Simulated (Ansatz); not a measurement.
Saddle point of GaH3S, closed shell (GaH₃S ([SH][GaH2]) → GaH + H₂S; bonds formed: S2–H3; bonds broken: Ga1–S2, Ga1–H3), PBE0-D4/def2-TZVP structure:

```xyz
5
angstrom
Ga -0.4651 -0.8195 0.8079
S 0.3029 0.7897 -1.0243
H 0.9519 -0.4824 0.0554
H -1.9984 -0.9129 0.4251
H 1.2088 1.4252 -0.2641
```

Energies are electronic, without zero-point energy. Barriers and step energies count from the start structure reached by relaxing down the imaginary mode; all methods use the PBE0-D4 structures, on which another method's saddle can fall below an end. Program: Ansatz 0.2.0. Basis: def2-TZVPP, with def2-QZVPP for the basis limit. Cores are frozen in the correlated methods. Filled d shells of the heavier atoms are correlated. The def2 sets are not built for correlating such inner shells, so the correlated values are less sure here. B3LYP uses VWN-RPA correlation. Extrapolation: Hartree–Fock as exp(−7.88 √X), correlation as X^−2.97.

| method | barrier (eV) | step energy (eV) |
| --- | --- | --- |
| SPW92 | 2.061 | 1.561 |
| PBE-D4 | 2.101 | 1.397 |
| BLYP-D4 | 2.082 | 1.212 |
| r2SCAN-D4 | ? | 1.637 |
| B97M-V | 2.466 | 1.590 |
| PBE0-D4 | 2.427 | 1.521 |
| B3LYP-D4 | 2.352 | 1.333 |
| r2SCAN0-D4 | 2.569 | 1.661 |
| BHLYP-D4 | 2.737 | 1.466 |
| CAM-B3LYP-D4 | ? | 1.476 |
| wB97X-V | 2.786 | 1.611 |
| wB97M-V | 2.629 | 1.460 |
| B2PLYP | 2.498 | 1.500 |
| PBE-QIDH | ? | 1.717 |
| RPA on PBE | 2.478 | 1.486 |
| HF | 3.319 | 1.556 |
| MP2 | 2.663 | 1.751 |
| CCSD | 2.753 | 1.585 |
| CCSD(T) | 2.606 | 1.599 |

Fill in the withheld barriers. (To be estimated.)

Computed: PBE-QIDH 2.703; r2SCAN-D4 2.354; CAM-B3LYP-D4 2.615 eV. Each is the energy of the saddle less that of the start structure, by the same method.

For comparison, the barrier by CCSD(T) at an estimated basis limit (MP2 extrapolated from triple and quadruple zeta, plus CCSD(T) − MP2 in triple zeta) is 2.517 eV.

No T1 diagnostic of these runs exceeds 0.017. The restricted Hartree–Fock reference is unstable towards an unrestricted one at one or more of these structures.

Labels in which every atom is bracketed show which atoms are joined, not bond orders.

For scale, one of the runs: CCSD(T)/def2-TZVPP, 132 basis functions, launched by `ansatz run in.yaml --threads 2 --pin off --events-out ev --progress --plain --max-ram 4352MiB`. Time: 12 s of wall clock on 2 CPU threads of an Arm Neoverse V2; the host was shared. Peak host memory: 0.62 GiB.
